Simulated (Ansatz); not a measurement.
Wavefunction ladder for C3H10F2OSi2 (`CO[SiH](F)CC[SiH2]F`)

```xyz
18

C    -0.4044   -2.4571    1.2395
O    -0.1592   -1.3684    0.3772
Si   -1.2635   -0.5658   -0.5062
F    -2.3410    0.1140    0.4676
C    -0.3660    0.7525   -1.4456
C     0.2822    1.8564   -0.5965
Si    1.7027    1.3603    0.5125
F     2.6908    0.3904   -0.2989
H     0.5535   -2.9111    1.4960
H    -0.8948   -2.1242    2.1586
H    -1.0328   -3.2148    0.7585
H    -2.0344   -1.5007   -1.3647
H     0.3889    0.2501   -2.0609
H    -1.0820    1.1928   -2.1499
H    -0.4661    2.3422    0.0420
H     0.6658    2.6462   -1.2526
H     2.4808    2.5746    0.8749
H     1.2796    0.6624    1.7484
```

Total charge 0; spin multiplicity 1. The structure was optimised at the PBE0-D4/def2-TZVP level. It is one conformer, not always the lowest. Frozen core, restricted reference, Ansatz 0.2.0. CBS rows extrapolate triple and quadruple zeta; past MP2 they add the triple-zeta difference.

```csv
basis,HF (Eh),MP2 corr.
def2-SVP,-970.71466,-1.16942
def2-TZVPP,-971.41712,-1.49661
def2-QZVPP,-971.45464,-1.61686
```

Question: Estimate the CCSD correlation energy and the (T) correction in each basis where they were run (hartree).

Answer: 
```
     basis  CCSD corr.       (T)
  def2-SVP    -1.24360  -0.02859
def2-TZVPP    -1.55677  -0.05353
 CBS(def2)    -1.76608     as TZ
```
